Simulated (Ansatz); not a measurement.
GaH$_{4}$PS, SMILES `S[PH][GaH2]`. Charge 0, multiplicity 1. Correlated methods include outer-core shells of Ga, which these sets cover unevenly. Scalar relativity is left out up to krypton.

Cartesian coordinates in Å:
```
S -1.414 -0.045 -0.588
P -0.532 -0.286 1.412
Ga 1.080 0.140 -0.240
H -1.483 -1.360 -0.854
H -0.793 1.081 1.699
H 1.699 -1.151 -0.864
H 1.444 1.621 -0.564
```

Problem. Give the diagnostics of a CCSD(T)/def2-TZVPP run (frozen core, Ansatz). (An estimate is asked.)

Solution. Computed: T1 = 0.0142, largest single amplitude 0.015, largest double 0.031, (T) share of the correlation energy 4.5 %, 10 CCSD cycles. The RHF solution is stable towards an unrestricted one. T1 lies under the customary mark of 0.02 for closed shells.
